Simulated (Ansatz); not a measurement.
C$_{4}$H$_{8}$O$_{2}$S, charge +1, doublet, at a GFN2-xTB geometry (a state made from the parent by changing its charge; the spin is typed, not shown lowest), with bond 11-5 at 1.4 times its length; Ansatz (a quantum-chemistry and plane-wave program) with CASSCF(5,5)/STO-3G.

Here is a job for Ansatz.
Ansatz 0.2 input:
```yaml
crystal:
  periodic: [false, false, false]
  atoms:
    - {symbol: O, position_ang: [1.59468405, 0.85473299, -0.69202083]}
    - {symbol: S, position_ang: [0.63158185, 0.41107873, 0.25265913]}
    - {symbol: O, position_ang: [0.77218712, 0.68579639, 1.63886818]}
    - {symbol: C, position_ang: [-1.09518909, 0.93910315, -0.32114735]}
    - {symbol: C, position_ang: [-1.57515492, -0.31164901, -0.99618537]}
    - {symbol: C, position_ang: [-1.17354630, -1.47740275, -0.10340996]}
    - {symbol: C, position_ang: [0.32176174, -1.44250510, 0.01174410]}
    - {symbol: H, position_ang: [-1.59735515, 1.17823605, 0.61472457]}
    - {symbol: H, position_ang: [-0.99374072, 1.81201385, -0.96100753]}
    - {symbol: H, position_ang: [-2.66374095, -0.24872491, -1.12287368]}
    - {symbol: H, position_ang: [-0.96088965, -0.45689414, -2.38894160]}
    - {symbol: H, position_ang: [-1.47200804, -2.44311693, -0.53159871]}
    - {symbol: H, position_ang: [-1.64607274, -1.39563324, 0.87790830]}
    - {symbol: H, position_ang: [0.74268370, -1.97541975, 0.86057423]}
    - {symbol: H, position_ang: [0.85912035, -1.65873217, -0.91004934]}
basis:
  gaussian:
    orbitals: STO-3G
hamiltonian:
  xc: hf
total_charge: 1
correlation: {active_space: {window: {electrons: 5, orbitals: 5}}}
magnetization: {spin_polarized: false, initial_magnetization: 1}
```

It wrote (shortened):

```
Functional definition: HF
652 factors; integrals over basis functions are off by at most 4.5e-5 eV
mean field evaluation 1: about -18888.6825 eV, gradient 4.5e1 eV
mean field evaluation 2: about -18889.0249 eV, gradient 4.5e1 eV
mean field evaluation 4: about -18896.9276 eV, gradient 4.2e0 eV
mean field evaluation 8: about -18897.1171 eV, gradient 2.3e0 eV
mean field evaluation 16: about -18898.6130 eV, gradient 2.0e-1 eV
mean field evaluation 32: about -18898.6131 eV, gradient 5.7e-1 eV
mean field evaluation 64: about -18897.8364 eV, gradient 4.9e0 eV
mean field evaluation 96: about -18898.6205 eV, gradient 7.8e-2 eV
mean field evaluation 128: about -18897.0772 eV, gradient 4.0e-4 eV
mean field -18898.61651472 eV, -694.5113469736 hartree, gradient 2.5e-6 eV, S^2 0.750000; 8 other end points of the search recorded, 0 dependent functions left out
reference -18898.61651472 eV, -694.5113469736 hartree; 32, 31 occupied and 15, 16 virtual orbitals, 652 factors
state -18900.23282795 eV, -694.5707453892 hartree
Total energy: -18900.23282795 eV, -694.5707453892 hartree
```
